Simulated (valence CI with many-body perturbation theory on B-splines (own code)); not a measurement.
Ti8+: electric-dipole lines

Level of theory: relativistic CI+MBPT: four valence electrons over a frozen Dirac-Fock core [Ne], a basis of 11 s, 11 p, 9 d, 7 f, 5 g, 2 h, 1 i functions for each j, with the one-electron correlation potential Σ1 (screened to all orders), the two-electron term Σ2, the three-electron term Σ3, Breit, model QED; selected single and double excitations, second order for the rest, scaled by the run's own slope (own B-spline code, finite nucleus).

No measured spectrum was set against this ion. As an estimate, levels of excited configurations hold to 0.05 to 0.15 % of their energy, terms of the ground configuration to about 0.5 %.

Lines 1 to 50 of 225 in falling wavelength, among levels below 590010 cm⁻¹, chosen from the strongest by gf and those to the six lowest levels. Wavelengths and rates use the calculated energies, so an error of 100 cm⁻¹ moves a line at 858.8 Å by 0.086 % and its rate by three times that or more. Electric multipoles are in the length gauge, E1 and E2 with the static RPA response of the core. Weak lines are less certain than strong ones. Lines between different terms over intervals too small for the method are left out, as are lines whose strength nearly cancels. The highest levels of a list are the least certain.

Names give the largest LS component (configuration and term), which can be under half, so a name can repeat, a term be missing and a line seem to break the LS rules; names also repeat where a configuration has a term twice. Letters in brackets count levels of one name in rising energy.

```
λ vac (Å)               Upper                Lower   A (s⁻¹)  S (a.u.)
    858.8        3s 3p3 5S°_2         3s2 3p2 1D_2  1.01e+04  1.57e-05
    823.4  3s 3p2 3d 3F_4 [a]      3s2 3p 3d 3D°_3  3.93e+07  9.75e-02
    778.2            3p4 3P_2         3s 3p3 3S°_1  2.56e+08  2.98e-01
    763.4            3p4 1D_2         3s 3p3 1P°_1  1.73e+08  1.90e-01
    751.1            3p4 3P_1         3s 3p3 3S°_1  2.75e+08  1.72e-01
    725.7        3s 3p3 5S°_2         3s2 3p2 3P_2  1.38e+06  1.31e-03
    719.9        3s 3p3 3D°_1         3s2 3p2 1S_0  3.84e+05  2.12e-04
    704.4        3s 3p3 5S°_2         3s2 3p2 3P_1  6.47e+05  5.58e-04
    682.1      3s 3p2 3d 1G_4      3s2 3p 3d 1F°_3  1.45e+08  2.05e-01
    590.2        3s 3p3 3P°_1         3s2 3p2 1S_0  4.03e+06  1.23e-03
    582.9        3s 3p3 3D°_1         3s2 3p2 1D_2  4.35e+06  1.28e-03
    582.7        3s 3p3 3D°_2         3s2 3p2 1D_2  2.12e+06  1.04e-03
    580.3        3s 3p3 3D°_3         3s2 3p2 1D_2  1.43e+07  9.68e-03
    578.3  3s 3p2 3d 3F_4 [a]      3s2 3p 3d 3F°_4  2.18e+08  1.87e-01
    574.0  3s 3p2 3d 3F_3 [a]      3s2 3p 3d 3F°_3  2.27e+08  1.48e-01
    570.8  3s 3p2 3d 3F_2 [a]      3s2 3p 3d 3F°_2  2.57e+08  1.18e-01
    557.6  3s 3p2 3d 3D_3 [a]      3s2 3p 3d 3D°_3  3.56e+08  2.13e-01
    557.1  3s 3p2 3d 3D_2 [a]      3s2 3p 3d 3D°_2  2.80e+08  1.19e-01
    554.4  3s 3p2 3d 3D_1 [a]      3s2 3p 3d 3D°_1  3.15e+08  7.95e-02
    530.7            3p4 1D_2         3s 3p3 1D°_2  2.56e+09  9.46e-01
    527.2            3p4 1S_0         3s 3p3 1P°_1  4.28e+09  3.10e-01
    518.4        3s 3p3 3D°_1         3s2 3p2 3P_2  7.99e+06  1.65e-03
    518.2        3s 3p3 3D°_2         3s2 3p2 3P_2  8.24e+07  2.83e-02
    516.3        3s 3p3 3D°_3         3s2 3p2 3P_2  7.37e+08  3.50e-01
    513.1      3s 3p2 3d 1F_3  3s2 3p 3d 3P°_2 [b]  6.15e+08  2.87e-01
    507.4        3s 3p3 3D°_1         3s2 3p2 3P_1  2.52e+08  4.88e-02
    507.2        3s 3p3 3D°_2         3s2 3p2 3P_1  7.19e+08  2.31e-01
    505.1            3p4 3P_2         3s 3p3 3P°_2  3.60e+08  1.15e-01
    504.8            3p4 3P_2         3s 3p3 3P°_1  1.46e+08  4.64e-02
    500.2      3s 3p2 3d 1F_3  3s2 3p 3d 3P°_2 [a]  8.01e+08  3.46e-01
    499.5        3s 3p3 3D°_1         3s2 3p2 3P_0  5.69e+08  1.05e-01
    498.0            3p4 1S_0         3s 3p3 3S°_1  7.35e+08  4.48e-02
    494.9        3s 3p3 3P°_1         3s2 3p2 1D_2  1.25e+07  2.24e-03
    494.6        3s 3p3 3P°_2         3s2 3p2 1D_2  1.86e+06  5.56e-04
    493.5            3p4 3P_1         3s 3p3 3P°_2  4.50e+08  8.00e-02
    489.5            3p4 3P_0         3s 3p3 3P°_1  7.81e+08  4.52e-02
    484.3  3s 3p2 3d 3D_3 [b]      3s2 3p 3d 3D°_2  1.12e+08  4.40e-02
    475.5  3s 3p2 3d 3P_1 [b]      3s2 3p 3d 3D°_2  3.98e+08  6.33e-02
    474.3  3s 3p2 3d 3D_1 [b]      3s2 3p 3d 3P°_0  5.56e+08  8.78e-02
    473.2  3s 3p2 3d 3P_2 [b]      3s2 3p 3d 3D°_3  6.24e+08  1.63e-01
    472.1  3s 3p2 3d 3P_2 [b]      3s2 3p 3d 3D°_2  1.88e+08  4.88e-02
    470.6  3s 3p2 3d 3D_1 [b]      3s2 3p 3d 3P°_1  5.54e+08  8.55e-02
    468.3  3s 3p2 3d 3D_2 [b]      3s2 3p 3d 3P°_1  6.90e+08  1.75e-01
    466.5  3s 3p2 3d 3D_3 [b]  3s2 3p 3d 3P°_2 [b]  7.15e+08  2.51e-01
    466.1      3s 3p2 3d 1P_1  3s2 3p 3d 3P°_2 [b]  1.28e+09  1.91e-01
    465.8  3s 3p2 3d 3F_3 [b]  3s2 3p 3d 3P°_2 [a]  1.26e+08  4.41e-02
    462.6  3s 3p2 3d 3P_2 [a]         3s 3p3 3S°_1  4.98e+08  1.22e-01
    459.6  3s 3p2 3d 3D_2 [b]  3s2 3p 3d 3P°_2 [a]  2.83e+08  6.78e-02
    457.9  3s 3p2 3d 3P_0 [b]      3s2 3p 3d 3P°_1  1.00e+09  4.75e-02
    455.8  3s 3p2 3d 3D_3 [b]  3s2 3p 3d 3P°_2 [a]  6.03e+08  1.97e-01
```
